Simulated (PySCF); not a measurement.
## How methods differ on the excitation energy of Zn⁺

Zn⁺ [Ar] 3d10 4s1 (2S) → Zn⁺ [Ar] 3d9 4s2 (2D), as a difference of total energies. Computed with PySCF 2.14 in dyall-av2z (16s12p7d2f, 101 functions), with the non-relativistic Hamiltonian (point nucleus). Correlated levels: valence: [Ar] frozen; virtual orbitals above 40 to 60 times the deepest correlated orbital energy dropped. The calculations carry no spin-orbit coupling.

```tsv
method	excitation energy (eV)	difference from reference (eV)
UHF	7.496	-0.414
MP2 (valence)	9.098	+1.188
SCS-MP2 (valence)	8.706	+0.796
CCSD (valence)	8.346	+0.436
CCSD(T) (valence)	8.409	+0.499
```

Reference: 7.910 eV (measured; NIST levels, between the centres of gravity of the two terms).

These non-relativistic numbers lack the scalar-relativistic shift.

Errors of the correlated levels include the incompleteness of this basis and the frozen core.
